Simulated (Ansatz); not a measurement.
Calculated with Ansatz (gas phase, PBE0-D4/def2-TZVP geometries, no zero-point term in ΔE). CBS: MP2 limit from def2 TZ/QZ plus the TZ coupled-cluster correction, frozen cores. This one scheme is used for every species. Functionals use def2-TZVPP. B3LYP here is the variant with VWN-RPA as its local correlation; programs differ in this. Each species was taken in one conformer, which may not be the lowest.

Reaction (isomerisation): `C=C[SiH2]S` → `CC[Si]S`

`C=C[SiH2]S`:

Cartesian coordinates in Å:
```
C -0.276 -1.603 -0.658
C 0.430 -0.474 -0.639
Si -0.259 1.104 0.047
S 0.910 1.847 1.679
H -1.293 -1.645 -0.279
H 0.126 -2.532 -1.052
H 1.447 -0.485 -1.025
H -1.666 0.846 0.453
H -0.207 2.214 -0.938
H 0.789 0.728 2.413
```

`CC[Si]S`:

Z-matrix (Å, degrees):
```
C
C 1 1.525
H 1 1.093 2 111.8
H 1 1.093 2 111.4 3 -120.3
H 1 1.093 2 111.4 3 120.3
Si 2 1.909 1 113.6 3 -179.6
H 2 1.098 1 110.9 3 -58.4
H 2 1.098 1 110.9 3 58.7
S 6 2.136 2 99.6 1 -179.3
H 9 1.348 6 100.8 2 0.1
```

CCSD(T)/CBS gives +39.1 kJ/mol.

(1) Another level gave +26.9 kJ/mol. Which?
A. revPBE/def2-TZVPP
B. B3LYP-D4/def2-TZVPP
C. PBE-D4/def2-TZVPP
D. MP2/def2-TZVPP

Largest T1 diagnostic among the species: 0.013.

## Answers

(1) A. revPBE 26.9, B3LYP-D4 36.0, MP2/def2-TZVPP 41.6, PBE-D4 22.0 kJ/mol.

Leaving LDA and LC-ωPBE aside and taking each functional with its dispersion term where it has one, the values, not all of them listed here, spread over 20.8 kJ/mol, from PBE-D4 to BHLYP-D4. LDA lies −10.7 kJ/mol from PBE without D4. At CCSD(T), def2-SVP lies −12.5 kJ/mol from the extrapolated value and def2-TZVPP −1.7 kJ/mol.
